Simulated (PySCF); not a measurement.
PBE on Cl⁻ (chlorine, charge -1), [Ar], closed-shell 1S. All numbers are calculated (PySCF 2.14, no relativity, point nucleus, in dyall-av2z).

```
cycle= 1 E= -460.094970762693  delta_E= -0.0118  |g|= 0.0114  |ddm|= 0.155
cycle= 2 E= -460.094984249983  delta_E= -1.35e-05  |g|= 0.00344  |ddm|= 0.0132
cycle= 3 E= -460.094981658168  delta_E= 2.59e-06  |g|= 0.00379  |ddm|= 0.00646
cycle= 4 E= -460.094988682163  delta_E= -7.02e-06  |g|= 0.000267  |ddm|= 0.00375
cycle= 5 E= -460.094988722969  delta_E= -4.08e-08  |g|= 2.43e-05  |ddm|= 0.000299
cycle= 6 E= -460.094988723381  delta_E= -4.13e-10  |g|= 1.29e-06  |ddm|= 3.01e-05
converged SCF energy = -460.094988723381  <S^2> = -8.8817842e-15  2S+1 = 1
```

Highest occupied orbital energy: 0.254 eV; ⟨L²⟩ = 0.00; populations by l: s 6.00, p 12.00, d 0.00.

Can this result be used?

With care. Self-consistency was reached. At PBE the highest occupied level has a positive energy, so only the finite basis holds that electron; in a semilocal or global hybrid functional this comes from self-interaction and does not mean that the real anion is unbound.
